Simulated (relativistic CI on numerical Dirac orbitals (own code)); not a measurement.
## Ti²⁺ in a cubic cluster: L2,3 absorption with charge transfer

Computed with a charge-transfer multiplet model of a cubic metal-ligand cluster with up to one ligand hole, Slater and spin-orbit integrals from Dirac-Coulomb-Breit ions, Slater integrals scaled by 0.8. The parameters are those of a tetrahedral site (10Dq negative, t2 hopping the larger). The ground state mixes d2 with configurations of k ligand holes L, whose averages lie at kΔ + k(k − 1)U_dd/2; a core hole lowers each added d electron by U_cd. 20 K, Lorentzian 0.4 eV and Gaussian 0.3 eV FWHM.

Atomic integrals in eV (Slater integrals scaled, ζ unscaled), ground: F2dd 6.578, F4dd 4.090, zeta_d 0.013; with the core hole: F2dd 7.324, F4dd 4.560, zeta_d 0.022, zeta_core 3.746, F2cd 3.920, G1cd 2.783, G3cd 1.577.

Cluster parameters (eV): Δ = 4.8, U_cd = 4.9, 10Dq = -0.45, 10Dq(ligand) = 0, V(eg) = 0.68, V(t2g) = -1.15, final-state hopping factor = 0.8.

```
         Case   n_d    d2   d3L     S
U_dd = 4.3 eV  2.19  0.81  0.19  1.00
  U_dd = 5 eV  2.19  0.81  0.19  1.00
U_dd = 6.4 eV  2.19  0.81  0.19  1.00
```

Weights, n_d and S are thermal averages at 20 K. Photon energies count from the first peak over 30 % of the highest in each spectrum, which can be another peak from case to case. The parameters are a model scan and need not match a compound or its usual spin state. Peaks in eV (height, largest 100):
- U_dd = 4.3 eV: -1.9 (8), 0.0 (100), 1.5 (25), 4.0 (34), 4.9 (45), 6.1 (57)
- U_dd = 5 eV: -1.9 (9), 0.0 (100), 4.0 (35), 4.8 (44), 6.1 (59)
- U_dd = 6.4 eV: -2.0 (8), 0.0 (100), 4.0 (35), 4.8 (47), 6.1 (59)

For the case U_dd = 4.3 eV, Δ = 4.8 eV is larger than U_dd = 4.3 eV, the Mott-Hubbard side of the Zaanen-Sawatzky-Allen scheme. With the core hole the configuration with one ligand hole lies at Δ + U_dd − U_cd = 4.2, 4.9, 6.3 eV from the one without, in the order of the table; where this is negative the screened configuration lies lower.

With at most 1 ligand hole the space is cut while the next configuration still counts, so covalency is underestimated, and a final configuration with one more ligand hole, which can lie low, is missing from the spectra.
